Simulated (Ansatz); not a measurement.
Computed with Ansatz on PBE0-D4/def2-TZVP structures; ΔE is electronic, products minus reactants. CCSD(T)/CBS adds triple-zeta CCSD(T) − MP2 to the extrapolated MP2 energy (def2 sets, frozen cores). DFT in def2-TZVPP. def2 core potentials past Kr. For In outer-core shells are correlated without core-valence functions, which leaves a few kJ/mol of doubt a bond. One conformer a species, not always the lowest.

`BC(=O)OC` + `[OH][InH2]` → `C[O][InH2]` + `BC(=O)O`  (substitution at a C–O bond)

```json
{"level": "ωB97X-V", "ΔE (eV)": "0.19"}
{"level": "BHLYP", "ΔE (eV)": "0.18"}
{"level": "LC-ωPBE", "ΔE (eV)": "0.18"}
{"level": "HF/CBS(def2)", "ΔE (eV)": "0.17"}
```

Q: What does CCSD(T)/CBS give? (Estimate.)

A: Ansatz gave: +0.20 eV. The listed levels differ from it by -0.01, -0.02, -0.02, -0.03 eV.

Q: What do rigid-rotor, harmonic-oscillator terms from PBE0-D4/def2-TZVP frequencies (298.15 K, 1 bar) make of the CCSD(T)/CBS value? (Estimate.)

A: Computed: ΔZPE = 0.00 eV, ΔH = +0.21 eV, ΔS = 6 J/(mol·K), ΔG = +0.19 eV.

Largest T1 diagnostic among the species: 0.019.

Leaving LDA and LC-ωPBE aside and taking each functional with its dispersion term where it has one, the values, not all of them listed here, spread over 0.03 eV, from PBE-D4 to r2SCAN-D4. At CCSD(T), def2-SVP lies −0.10 eV from the extrapolated value and def2-TZVPP −0.01 eV.
